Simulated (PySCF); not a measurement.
# silylselanylsilane: bond dissociation enthalpies at several levels

Structure: `[SiH3][Se][SiH3]` (H6SeSi2). Atom numbers as in the mapped SMILES `[SiH3:1][Se:2][SiH3:3]`.

All levels share the PBE0-D3(BJ)/def2-SVP structures and the PBE0-D3(BJ)/def2-SVP thermal terms; only the single-point energies (PySCF) change. Values are bond dissociation enthalpies (298 K, kJ/mol).

```csv
level,Si1–Se2,Si1–H,time
"TPSSh/aug-cc-pVDZ (grid 2, damp 0.5)",305,363,34 s
M06-2X/def2-TZVP,314,362,–
TPSSh-D3(BJ)/cc-pVTZ,320,369,52 s
"PBE-D3(BJ)/def2-TZVP (grid 2, guess 1e, max cycle 100, fallback True)",324,347,120 s
```

Times are wall times for all single points of a level on 1 thread of Arm Neoverse V2, a shared host; the dash marks the run that also made the structures. PBE ran on a slower path of this set-up, which computes the density-fitting integrals anew in every SCF cycle while the other levels store them. So the times needn't show the usual order of cost, and those levels read slower than they are.

The widest spread is that of Si1–H: 22 kJ/mol, from 347 to 369.

Caveats: spin-orbit coupling is left out of the energies, which matters for open shells on the heavier atoms; atoms from Ga to Kr are treated without relativity.
